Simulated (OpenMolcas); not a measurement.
Rh4+: ligand-field states by method

Rh4+ with its 6 nearest fluoride ions at 1.92 Å, on the Ga site of K2NaGaF6 (a = 8.246 Å, distance in the model lattice 1.938 Å). The rest of the host is ab initio model potentials to 7.6 Å, with orthogonalisation functions on the cations behind the ligands, and point charges beyond; the distance is set by hand and nothing relaxes, and no local charge compensation is placed. Ligand basis ANO-RCC-VDZP.
```
Rh    0.0000    0.0000    0.0000
F     1.9200    0.0000    0.0000
F     0.0000    1.9200    0.0000
F    -1.9200    0.0000    0.0000
F     0.0000   -1.9200    0.0000
F     0.0000    0.0000    1.9200
F     0.0000    0.0000   -1.9200
```

- Program: OpenMolcas 26.06
- Basis: ANO-RCC-VTZP [7s6p4d2f1g]
- Scalar Hamiltonian: DKH2, point nucleus
- Active space: 5 electrons in 5 orbitals (4d)
- State averaging: 2S+1 = 6 even, 1 root; 2S+1 = 4 even, 24 roots; 2S+1 = 2 even, 75 roots
- Spin-orbit coupling: state interaction with AMFI integrals over the reference wave functions

I. CASSCF
II. SS-CASPT2, IPEA 0.25 Eh, imaginary shift 0.1 Eh (closed shells correlated: 4s 4p and the ligand valence shells)

Spin-free states (labels of O, the rotations of Oh) in cm-1, each column counted from its own energy of the first state listed:

| State | Degeneracy | I | II |
| --- | --- | --- | --- |
| 2T2 | 3 | 0 | 0 |
| 2S+1 = 4 | 3 | 13953 | 19900 |
| 6A1 | 1 | 17083 | 34240 |
| 2S+1 = 4 | 3 | 20217 | 23970 |
| 2S+1 = 2 | 3 | 24385 | 25420 |

From I to II, I's first state of the same spin (2S+1 = 2) moves from 24385 to 25420 cm-1, by about +1000 cm-1.

From I to II, I's first state of another spin (2S+1 = 4) moves from 13953 to 19900 cm-1, by about +6000 cm-1.

I: A least-squares ligand-field fit to the states below 45000 cm-1, each weighted by its degeneracy and with a free common offset, gives 10Dq = 28724 cm-1, B = 769 cm-1 and C = 3033 cm-1 (C/B = 3.94), with an rms deviation of 496 cm-1. The same method and metal basis give the free ion B = 1001 cm-1 (fit to its terms below 60000 cm-1, rms deviation 21 cm-1), so the nephelauxetic ratio is β = 769 / 1001 = 0.77; it hangs on how both fits weigh the states, and computed free-ion B values tend to be too large, so β mixes covalency with correlation.

II: A least-squares ligand-field fit to the states below 45000 cm-1, each weighted by its degeneracy and with a free common offset, gives 10Dq = 28443 cm-1, B = 503 cm-1 and C = 1610 cm-1 (C/B = 3.20), with an rms deviation of 694 cm-1. The same method and metal basis give the free ion B = 789 cm-1 (fit to its terms below 60000 cm-1, rms deviation 532 cm-1), so the nephelauxetic ratio is β = 503 / 789 = 0.64; it hangs on how both fits weigh the states, and computed free-ion B values tend to be too large, so β mixes covalency with correlation.

From I to II, 10Dq changes by -1 %, B by -35 % and C by -47 %.

χT at 300 K: I 0.53, II 0.53 cm3 K/mol.

Roots that are degenerate in the reference are averaged as groups; the widest CASPT2 spread within a group is 510 cm-1 (the 3-fold group of multiplicity 2 near 95600 cm-1 above the lowest state of its run, II). Shifts and gaps below about the spread of the groups concerned are not significant. Over all roots computed the reference weight is 0.67 to 0.70 in II; a low but even weight reflects the number of correlated electrons. An orbital triplet at a regular site is open to Jahn-Teller coupling, which can distort the site and quench the lowest spin-orbit gaps and is left out. The least metal-like active orbital is 71 % on the metal (Löwdin) and no ligand orbital is active, so the numbers are rough. Ligand-to-metal charge-transfer states are missing. With no ligand orbital active B as a rule stays too high, so bands that hang on it stand too high and its fall with covalency is understated. Without dynamic correlation the repulsion within the d shell is too large (B by tens of per cent), so at a given field states of lower spin stand too high (holds for I). With metal d orbitals alone the field can be off either way by tens of per cent (holds for I). With one d shell and no ligand orbital active, 10Dq can be off by a tenth or more (holds for II). No measured value stands beside these numbers; the geometry was set by hand and not optimised.

A state without a sure symmetry label is named by its multiplicity alone.
